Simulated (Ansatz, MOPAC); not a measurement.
Species: GaI₂ (charge 0, doublet). SMILES: [I][Ga][I]
Structure (B3LYP-D3(BJ)/def2-TZVP (Ansatz, a program for electronic structure) minimum search):
```xyz
3

Ga     0.8416     0.3935     0.2756
I     -0.5703     1.5785    -1.5088
I      0.0780    -1.8087     1.3476
```
Charge 0, spin multiplicity 2.

Wanted: vertical electron affinity to the singlet, in eV. Conventions: no spin-orbit coupling; LANL2DZ with its own core potentials from Na on; dispersion terms only where a functional's name holds one; each state is the SCF solution reached for its charge and spin; UHF or UKS for open shells; def2 sets with scalar-relativistic core potentials past Kr. Ab initio and DFT rows: single points at B3LYP-D3(BJ) geometries (Ansatz). Semi-empirical rows: differences of heats of formation at the shared geometry for vertical values. The spin state of an ion or metal species was assumed, not searched.

| species | coefficient | E at B3LYP/LANL2DZ (Ansatz), Eh | E at wB97M-V/def2-TZVPD (Ansatz), Eh | heat of formation at PM6 (MOPAC), kcal/mol |
|---|---|---|---|---|
| charge -1, singlet | -1 | -24.98868 | -2520.31611 | -60.44 |
| charge 0, doublet | +1 | -24.89840 | -2520.21828 | 12.21 |

 1 Eh = 27.2114 eV and 1 eV = 23.0605 kcal/mol.

Task: Work the quantity out at each level.

Result: 
- B3LYP/LANL2DZ: the sum of coefficient times E is 0.09028 Eh, or 2.457 eV. Result: 2.46 eV.
- wB97M-V/def2-TZVPD: the sum of coefficient times E is 0.09783 Eh, or 2.662 eV. Result: 2.66 eV.
- PM6: the sum of coefficient times heat of formation is 72.65 kcal/mol, or 3.15 eV.
